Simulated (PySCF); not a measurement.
Problem. Write Cartesian coordinates for `C=CC1(C=C)CCO1` as optimised with GFN2-xTB.

Solution. 
```
atom  x, y, z in Å
C1     2.2435   -0.7442    0.7424
C2     1.4561   -0.5306   -0.2934
C3     0.0484   -0.0202   -0.1770
C4    -0.9014   -1.0424   -0.7356
C5    -1.8117   -1.6634   -0.0115
C6    -0.1633    1.4080   -0.7350
C7    -0.5677    1.7487    0.6981
O8    -0.3021    0.4228    1.1465
H9     3.2489   -1.1125    0.6315
H10    1.8920   -0.5554    1.7426
H11    1.7778   -0.7141   -1.3102
H12   -0.7779   -1.2327   -1.7935
H13   -2.4823   -2.3920   -0.4337
H14   -1.9072   -1.4529    1.0402
H15   -0.9491    1.4992   -1.4805
H16    0.7455    1.8922   -1.0838
H17    0.0628    2.4818    1.2089
H18   -1.6210    2.0137    0.8323
```

Any rigid rotation of these coordinates is as good. Atoms count from 1 in this order. Of the pairs four or more bonds apart, O8···H14 is among the closest relative to their van der Waals radii: 2.47 Å, 91 % of the sum of Bondi's values. The 4-membered ring C3–C6–C7–O8 has internal angles of 84.5° to 92.4° (sum 360°, against 360° for a flat polygon); it is almost planar, 0.01 Å rms from its mean plane, widest ring torsion 2°. The C–C distances run from 1.319 Å (C4=C5, drawn double) to 1.548 Å (C3–C6, drawn single), a spread of 0.229 Å.

Bonds between heavy atoms (Å): C1=C2 1.319, C2–C3 1.502, C3–C4 1.503, C4=C5 1.319, C3–C6 1.548, C6–C7 1.528, C7–O8 1.425, C3–O8 1.439.

Computed geometry: GFN2-xTB, gas phase.

Point group: near Cs, missed by 0.16 Å at most; the miss may be what the optimiser left on a soft mode. Not checked by GFN2-xTB frequencies. One conformer, not necessarily the lowest (C1–C2–C3–C4 -119°, C2–C3–C4–C5 116°).
